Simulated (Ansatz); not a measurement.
`C[N](C)[Zn][OH]` + HBr → `C[N](C)[Zn][Br]` + H₂O  (ligand exchange at a Zn–O bond)

Isolated molecules relaxed with PBE0-D4/def2-TZVP in Ansatz; ΔE leaves out vibrations. CCSD(T)/CBS adds triple-zeta CCSD(T) − MP2 to the extrapolated MP2 energy (def2 sets, frozen cores). This one scheme is used for every species. DFT in def2-TZVPP. HSE06 is defined as in plane-wave codes. For Br, Zn outer-core shells are correlated without core-valence functions, which leaves a few kJ/mol of doubt a bond. Scalar relativity is left out up to krypton. One conformer a species, not always the lowest.

```csv
level,ΔE (kJ/mol),difference from CCSD(T)/CBS
LDA (SPW92),-98.9,18.3
PBE-D4,-103.9,13.3
revPBE-D4,-103.0,14.2
BLYP-D4,-97.4,19.8
r2SCAN-D4,-109.1,8.1
r2SCANh-D4,-113.9,3.3
HSE06-D4,-118.0,-0.8
BHLYP-D4,-123.4,-6.2
ωB97X-V,-111.2,6.0
B2PLYP,-107.8,9.4
revPBE,-104.1,13.1
r2SCAN0,-120.1,-2.9
HSE06,-117.0,0.2
HF/def2-TZVPP,-139.0,-21.8
CCSD/def2-TZVPP,-111.9,5.3
HF/def2-QZVPP,-137.7,-20.5
CCSD(T)/CBS,-117.2,0
```

Problem. What do rigid-rotor, harmonic-oscillator terms from PBE0-D4/def2-TZVP frequencies (298.15 K, 1 bar) make of the CCSD(T)/CBS value? (Estimate.)

Solution. Ansatz gave: ΔZPE = +8.5 kJ/mol, ΔH = -107.8 kJ/mol, ΔS = 0 J/(mol·K), ΔG = -107.8 kJ/mol.

Largest T1 diagnostic among the species: 0.016.

From r2SCAN to r2SCAN0 (25 % exact exchange), in def2-TZVPP and without D4, ΔE moves by −11.3 kJ/mol. In def2-TZVPP, CCSD(T) changes the Hartree–Fock value by +30.4 kJ/mol (the triples alone add +3.3 kJ/mol) and MP2 by +30.6 kJ/mol.

CCSD(T)/CBS has its own doubt, a few kJ/mol and more with outer-core shells, so smaller differences from it don't rank the levels.
